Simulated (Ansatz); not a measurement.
A nudged elastic band was laid between two geometries of BF2H2N + FH (8 atoms, charge 0, multiplicity 1).

Method: RHF/def2-SVP in Ansatz.

| Quantity | Value |
| --- | --- |
| movable images | 5 |
| climbing image | yes |
| spring | 5.0 eV/Å² |
| optimiser | quadratic models (default) |
| start path | through a guess of the saddle point |
| force threshold | 0.05 eV/Å |
| iteration limit | 60 |
| end points | relaxed |

First end point:

```xyz
8
Properties=species:S:1:pos:R:3
B 0.049 -0.411 0.201
N 0.007 -0.097 1.575
H -0.814 -0.307 2.108
H 0.851 -0.103 2.113
F 1.186 -0.412 -0.451
F -1.051 -0.686 -0.456
F -0.338 2.732 1.040
H -0.235 1.883 1.344
```

Last end point:

```xyz
8
Properties=species:S:1:pos:R:3
B -0.028 0.398 0.082
N -0.058 0.253 1.772
H -0.708 -0.465 2.050
H 0.857 0.011 2.118
F 1.139 -0.188 -0.279
F -1.135 -0.269 -0.326
F -0.071 1.734 -0.136
H -0.341 1.124 2.192
```

Q: What changes between the two ends?

A: Bonds broken: F7–H8. Bonds formed: B1–F7, N2–H8. BF2H2N + FH becomes BF3H3N.

Q: Give the energies along the band, and the barrier.

A: It converged. The highest image is number 3 of 0 to 6, 0.97 eV above the first end and 2.10 eV above the last; the last end lies 1.13 eV below the first. Neighbouring images differ by up to 1.2 eV, so the band resolves the path poorly. A vibrational analysis at the climbing image gives one clearly imaginary mode, 1516i cm⁻¹: a first-order saddle point. The orbitals stay closed-shell, which can raise the energy where a bond breaks towards radicals; this wasn't checked here.

```json
{"image": "0", "path coordinate (Å)": "0.00", "energy (eV)": "0.00", "F7–H8 (Å)": "0.91", "B1–F7 (Å)": "3.28", "N2–H8 (Å)": "2.01"}
{"image": "1", "path coordinate (Å)": "0.55", "energy (eV)": "0.02", "F7–H8 (Å)": "0.91", "B1–F7 (Å)": "2.86", "N2–H8 (Å)": "2.02"}
{"image": "2", "path coordinate (Å)": "1.10", "energy (eV)": "0.23", "F7–H8 (Å)": "0.92", "B1–F7 (Å)": "2.29", "N2–H8 (Å)": "1.78"}
{"image": "3", "path coordinate (Å)": "1.66", "energy (eV)": "0.97", "F7–H8 (Å)": "1.10", "B1–F7 (Å)": "1.72", "N2–H8 (Å)": "1.33"}
{"image": "4", "path coordinate (Å)": "2.08", "energy (eV)": "-0.27", "F7–H8 (Å)": "1.55", "B1–F7 (Å)": "1.46", "N2–H8 (Å)": "1.05"}
{"image": "5", "path coordinate (Å)": "2.51", "energy (eV)": "-1.04", "F7–H8 (Å)": "2.09", "B1–F7 (Å)": "1.37", "N2–H8 (Å)": "1.01"}
{"image": "6", "path coordinate (Å)": "2.94", "energy (eV)": "-1.13", "F7–H8 (Å)": "2.42", "B1–F7 (Å)": "1.36", "N2–H8 (Å)": "1.01"}
```

Q: What is the geometry of the highest image?

A: 
```xyz
8
Properties=species:S:1:pos:R:3
B -0.012 0.100 0.250
N -0.027 0.151 1.771
H -0.806 -0.299 2.217
H 0.835 -0.095 2.224
F 1.163 -0.093 -0.326
F -1.099 -0.371 -0.338
F -0.221 1.805 0.326
H -0.178 1.400 1.351
```

The run took 61 s on 2 threads of Arm Neoverse V1, on a shared host, peak memory 0.15 GiB.
